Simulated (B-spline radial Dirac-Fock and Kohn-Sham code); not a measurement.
# Two-hole binding energies of Rh

System: neutral rhodium in the configuration [Kr] 4d8 5p1 (an excited configuration).

The run's input, task.json:

```json
{"items": [{
  "Z": 45,
  "q": 0,
  "cfg": [[1, 0, 2], [2, 0, 2], [2, 1, 6], [3, 0, 2], [3, 1, 6], [3, 2, 10], [4, 0, 2], [4, 1, 6], [4, 2, 8], [5, 1, 1]],
  "A": 103,
  "rrms": 4.4945,
  "do": ["binding", "quiet", "double"]
}]}
```

Launch: `python xray_run.py task.json out`

The computed values come from a B-spline atomic structure program: Dirac-Fock (average of configuration) total-energy differences with a finite nucleus, the Breit interaction including its frequency dependence, and self-energy and vacuum-polarisation corrections. U is the two-hole binding energy less the two single-hole energies, the effective repulsion of the holes after relaxation. Each two-hole energy is an average over J within one jj subconfiguration.

| holes | E(a) (eV) | E(b) (eV) | E(ab) (eV) | U (eV) |
| --- | --- | --- | --- | --- |
| 1s⁻² | 23229.8 | 23229.8 | 47156.3 | 696.7 |
| 1s⁻¹ 2p1/2⁻¹ | 23229.8 | 3158.0 | 26577.4 | 189.6 |
| 1s⁻¹ 3p3/2⁻¹ | 23229.8 | 509.5 | 23788.9 | 49.7 |
| 2s⁻² | 3428.6 | 3428.6 | 6965.6 | 108.4 |
| 2s⁻¹ 2p1/2⁻¹ | 3428.6 | 3158.0 | 6686.9 | 100.4 |
| 2p1/2⁻² | 3158.0 | 3158.0 | 6451.3 | 135.3 |
| 2p3/2⁻² | 3015.4 | 3015.4 | ? | ? |
| 2s⁻¹ 3p1/2⁻¹ | 3428.6 | 534.6 | 4006.9 | 43.6 |
| 2s⁻¹ 3p3/2⁻¹ | 3428.6 | 509.5 | 3980.5 | 42.5 |
| 2p1/2⁻¹ 3s⁻¹ | 3158.0 | 640.9 | 3841.6 | 42.7 |
| 2p3/2⁻¹ 3s⁻¹ | 3015.4 | 640.9 | 3698.9 | 42.6 |
| 2p3/2⁻¹ 3p1/2⁻¹ | 3015.4 | 534.6 | 3595.1 | 45.1 |
| 3p1/2⁻² | 534.6 | 534.6 | 1105.2 | 36.0 |
| 3p3/2⁻² | 509.5 | 509.5 | 1051.8 | 32.9 |

Task: Give the missing two-hole energy and U.

Result: E(ab) = 6153.0 eV and U = 122.1 eV.
